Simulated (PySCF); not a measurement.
Isomers of C6H8SSi.

All values: PBE0/pcSseg-1 (PySCF) at GFN2-xTB geometries, gas phase, one conformer each.

(1) Rank by HOMO–LUMO gap, lowest first.
A. `[cH:1]1[cH:2][s:3][c:4]([C@H:5]2[CH2:6][SiH2:7]2)[cH:8]1` with S3–C4–C5–C6 -26°
B. `[SH:1][SiH2:2][c:3]1[cH:4][cH:5][cH:6][cH:7][cH:8]1` with H–S1–Si2–C3 55°, S1–Si2–C3–C4 -164°
C. `[SiH3:1][S:2][c:3]1[cH:4][cH:5][cH:6][cH:7][cH:8]1` with Si1–S2–C3–C4 -105°
D. `[CH3:1][C:2](=[S:3])[C:4]1=[CH:5][CH:6]=[CH:7][SiH2:8]1` with C1–C2–C4–C5 0°

(2) Rank by the lowest IAO charge on any atom, lowest value first.
A. `[SiH3:1][S:2][c:3]1[cH:4][cH:5][cH:6][cH:7][cH:8]1` with Si1–S2–C3–C4 -105°
B. `[cH:1]1[cH:2][s:3][c:4]([C@H:5]2[CH2:6][SiH2:7]2)[cH:8]1` with S3–C4–C5–C6 -26°
C. `[SH:1][SiH2:2][c:3]1[cH:4][cH:5][cH:6][cH:7][cH:8]1` with H–S1–Si2–C3 55°, S1–Si2–C3–C4 -164°
D. `[CH3:1][C:2](=[S:3])[C:4]1=[CH:5][CH:6]=[CH:7][SiH2:8]1` with C1–C2–C4–C5 0°

Answers

(1) D (3.40 eV), A (5.37 eV), C (6.30 eV), B (6.52 eV).

(2) B (-0.520 e), D (-0.436 e), C (-0.323 e), A (-0.155 e).

All values together:

| SMILES | μ (D) | HOMO (eV) | LUMO (eV) | lowest IAO charge (e) | highest IAO charge (e) | lowest Hirshfeld charge (e) | highest Hirshfeld charge (e) |
| --- | --- | --- | --- | --- | --- | --- | --- |
| CC(=S)C1=CC=C[SiH2]1 | 3.40 | -6.33 | -2.93 | -0.436 (C) | +0.739 (Si) | -0.124 (S/C) | +0.314 (Si) |
| [SiH3]Sc1ccccc1 | 1.83 | -6.94 | -0.64 | -0.155 (C) | +0.560 (Si) | -0.084 (S) | +0.295 (Si) |
| c1csc([C@H]2C[SiH2]2)c1 | 1.01 | -5.89 | -0.52 | -0.520 (C) | +0.624 (Si) | -0.168 (C) | +0.298 (Si) |
| S[SiH2]c1ccccc1 | 2.28 | -7.34 | -0.82 | -0.323 (S) | +0.698 (Si) | -0.139 (S) | +0.318 (Si) |

Conformers: `[CH3:1][C:2](=[S:3])[C:4]1=[CH:5][CH:6]=[CH:7][SiH2:8]1` with C1–C2–C4–C5 0°; `[SiH3:1][S:2][c:3]1[cH:4][cH:5][cH:6][cH:7][cH:8]1` with Si1–S2–C3–C4 -105°; `[cH:1]1[cH:2][s:3][c:4]([C@H:5]2[CH2:6][SiH2:7]2)[cH:8]1` with S3–C4–C5–C6 -26°; `[SH:1][SiH2:2][c:3]1[cH:4][cH:5][cH:6][cH:7][cH:8]1` with H–S1–Si2–C3 55°, S1–Si2–C3–C4 -164°.
